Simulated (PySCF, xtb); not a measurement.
BBr3, SMILES Br[B-](Br)Br, charge -1, multiplicity 2.

Harmonic wavenumbers (cm⁻¹) from GFN2-xTB (xtb) at its own minimum, in rising order: 118, 118, 179, 404, 479, 480.

What does r2SCAN-D4/def2-SVPD run with PySCF 2.14.0 give at its own minimum? (An estimate is asked for; the answer gives what the named calculation found.)

128, 128, 194, 406, 587, 587. Paired by order, the mean absolute difference is 42 cm⁻¹ and the zero-point energies are 2.5 and 2.9 kcal/mol.
